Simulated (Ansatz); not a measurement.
This geometry of AlH₆NO₃ (11 atoms, charge 0, multiplicity 1) is a first-order saddle point.

All numbers below come from RKS B3LYP-D4/def2-SVP in Ansatz 0.2.0.

```xyz
11
Properties=species:S:1:pos:R:3
Al -0.083 -0.412 0.328
O 1.044 -0.078 -1.196
O 0.782 -0.919 1.717
O -1.424 -1.335 -0.216
H 0.517 0.909 -1.013
N -0.373 1.441 0.009
H 0.803 -0.483 -2.041
H 1.727 -0.831 1.861
H -1.676 -2.171 0.185
H -1.310 1.727 -0.274
H -0.008 2.152 0.642
```

(1) Which two structures does it join? (They come from a converged band through this point; their orientation in space is the band's.)

(2) How far does it lie above each of them?

Answers

(1) Bonds broken: H5–N6. Bonds formed: O2–H5.

Initial state:

```xyz
11
Properties=species:S:1:pos:R:3
Al 0.124 -0.500 0.008
O 1.213 -0.493 -1.341
O 0.808 -0.605 1.597
O -1.452 -1.183 -0.228
H 0.124 1.926 -0.770
N -0.378 1.458 -0.013
H 1.168 -1.165 -2.026
H 1.680 -0.983 1.742
H -1.773 -1.903 0.320
H -1.384 1.554 -0.167
H -0.131 1.895 0.877
```

Final state:

```xyz
11
Properties=species:S:1:pos:R:3
Al -0.037 -0.351 0.318
O 1.009 -0.111 -1.366
O 0.946 -1.020 1.553
O -1.239 -1.361 -0.397
H 0.641 0.814 -1.372
N -0.395 1.450 0.190
H 0.539 -0.614 -2.052
H 1.403 -0.535 2.243
H -1.566 -2.156 0.032
H -1.363 1.742 0.071
H 0.062 2.141 0.780
```

(2) 0.95 eV above the first and 0.06 eV above the second. This is the barrier of this one path; another mechanism may lie lower. The orbitals stay closed-shell, which can raise the energy where a bond breaks towards radicals; this wasn't checked here.

The run took 2.8 min on 2 threads of Arm Neoverse V2, on a shared host, peak memory 0.22 GiB.
